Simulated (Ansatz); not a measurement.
Problem. Name a neutral molecule of Cl, O, Si and H with HOMO energy (PBE/def2-TZVPP) between -6.90 and -6.60 eV and ideal-gas entropy at 298 K and 1 bar (rigid rotor, harmonic PBE0-D4/def2-TZVP) between 400 and 416 J/(mol·K) (Ansatz, PBE0-D4/def2-TZVP geometry).

Solution. `O[SiH](Cl)[SiH2][SiH3]` (-6.70 eV, 415 J/(mol·K)). Other molecules can fit too; these were computed, each in one conformer that needn't be the lowest.
